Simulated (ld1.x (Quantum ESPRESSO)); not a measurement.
# What one change does to a pseudopotential (palladium (Pd), TM)

```json
{"Element": "palladium", "Generator": "ld1.x (Quantum ESPRESSO) 7.5", "Type": "norm-conserving Troullier–Martins (Kleinman–Bylander form)", "Functional": "LDA (PZ)", "Relativity": "fully relativistic", "Frozen core": "[Kr]", "Valence charge": "10", "Reference configuration": "4d8.5 5s0 5p0 (charge +1.5)", "Partial waves": "5s (bound, empty): rc 2.35 bohr; 5p (bound, empty): rc 3.00 bohr; 4d (bound): rc 2.00 bohr", "Local potential": "all-electron potential smoothed inside 1.60 bohr (lloc = -2)", "Core correction": "a·sin(br)/r model core inside 0.95 bohr"}
```

Open shells are filled in proportion to 2j + 1 (rel_dist='average').

Change: local potential the s channel.

Cutoffs: the cutoffs (Ry, on a coarse ladder) from which the occupation-weighted sum of valence levels, in a spherical-Bessel basis at the reference potential, stays within 10 and 1 mRy of its value at 400 Ry; they do not see the model core or the augmentation charge, which bear on the density cutoff. Errors are all-electron minus pseudo energies relative to the spin-unpolarised reference configuration.

Problem. Predict the effect on cutoff, ghosts and configuration errors.

Solution. The potential gets neither clearly harder nor softer (50 Ry and 80 Ry → 50 Ry and 80 Ry); the bound ghost in s disappears; of the 5 tests that both files solve, the error grows in 5 and shrinks in 0 by more than 15 % and 0.3 meV (median size 39.0 → 102.9 meV); the range in which the p1/2 phases agree widens (upper end 0.5 → 1.7); the range in which the p3/2 phases agree widens (upper end 0.4 → 1.7). In the separable form a ghost depends on how the local part lies against the semilocal potential of the channel, so the choice of the local part can create or remove one.

| quantity | base | changed |
| --- | --- | --- |
| cutoff, loose | 50 Ry | 50 Ry |
| cutoff, tight | 80 Ry | 80 Ry |
| bound ghosts | s | none |
| tests counted (converged, no solver errors) | 6 of 7 | 6 of 7 |
| error for 4d10 5s0 5p0, meV [ΔE -18.35 eV] | -65 | -182 |
| error for 4d9 5s0 5p0, meV [ΔE -8.95 eV] | -13 | -31 |
| error for 4d9.5 5s0 5p0, meV [ΔE -14.98 eV] | -39 | -103 |
| error for 4d6 5s0 5p0, meV [ΔE 96.27 eV] | -794 | -1423 |
| error for 4d9 5s0 5p1, meV [ΔE -13.03 eV] | +4.9 | -17 |
| s: phases at 3.25 bohr within 0.05 rad from the reference energy up to (Ry; the scan ends near 5) | 1.4 | 1.0 |
| p1/2: phases at 3.25 bohr within 0.05 rad from the reference energy up to (Ry; the scan ends near 5) | 0.5 | 1.7 |
| p3/2: phases at 3.25 bohr within 0.05 rad from the reference energy up to (Ry; the scan ends near 5) | 0.4 | 1.7 |
| d3/2: phases at 3.25 bohr within 0.05 rad from the reference energy up to (Ry; the scan ends near 5) | 3.8 | -0.3 |
| d5/2: phases at 3.25 bohr within 0.05 rad from the reference energy up to (Ry; the scan ends near 5) | 3.8 | -0.3 |

Base: Tests not counted: 4d9 5s1 5p0 (solver errors, printed error -786 eV). Changed file: Tests not counted: 4d8 5s0 5p0 (solver errors, printed error -42 meV). A true bound ghost makes a file unfit for plane-wave use even where its test errors are small: the radial tests pick states by their node count and pass the ghost by. Where a test does run into it, the solver fails or the error is huge.
